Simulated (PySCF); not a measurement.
Species: C4H3F2NO.
Geometry (PBE0-D3(BJ)/def2-SVP, Å), atoms numbered from 1 in this order:
```xyz
11
C4H3F2NO angstrom
F     -1.6574   -1.4301   -0.7969
C     -1.4548   -0.3221   -0.0518
F     -2.1179    0.7058   -0.6252
C      0.0001   -0.0188    0.0161
C      0.6474    1.1322    0.5463
N      1.9451    1.0459    0.4315
O      2.1896   -0.1518   -0.1688
C      1.0444   -0.7801   -0.4150
H     -1.9044   -0.4944    0.9427
H      0.2043    2.0203    0.9968
H      1.1079   -1.7519   -0.8997
```

Computed with PySCF, TDDFT CAM-B3LYP/def2-SVPD, vertical, gas phase, core orbitals frozen in the response.

Transition dipole moments from the ground state, in atomic units and in the frame of the coordinates above (overall signs are arbitrary), for the states with f of 0.002 or more among the lowest 5:

```json
{"state": "S1", "E (eV)": "6.570", "μx": "-0.008", "μy": "0.104", "μz": "-0.162"}
{"state": "S2", "E (eV)": "6.664", "μx": "0.052", "μy": "-0.692", "μz": "-0.334"}
{"state": "S3", "E (eV)": "7.260", "μx": "0.103", "μy": "0.185", "μz": "0.063"}
{"state": "S4", "E (eV)": "7.967", "μx": "0.662", "μy": "-0.004", "μz": "0.169"}
{"state": "S5", "E (eV)": "8.274", "μx": "-1.164", "μy": "-0.153", "μz": "0.092"}
```

Question: What oscillator strength does each state have?

Answer: f = (2/3) ΔE |μ|² with ΔE in hartree (27.2114 eV).

```
state  |μ|² (au)  |μ| (D)      f
   S1      0.037     0.49  0.006
   S2      0.594     1.96  0.097
   S3      0.049     0.56  0.009
   S4      0.467     1.74  0.091
   S5      1.387     2.99  0.281
```

Question: What angle do the transition dipoles of S4 and S5 make?

Answer: |cos θ| = |μa·μb| / (|μa| |μb|) = 0.94, so θ ≈ 20° (taken between 0 and 90°, since the signs are arbitrary).

Question: What peak molar absorption coefficient would the strongest computed level give as a lone Gaussian band 0.5 eV wide at half height?

Answer: ε(max) = 2.175×10⁸ f / FWHM, with the width in cm⁻¹. S5: 2.175×10⁸ × 0.2812 / 4033 ≈ 15000 L mol⁻¹ cm⁻¹.

One conformer stands for the species.
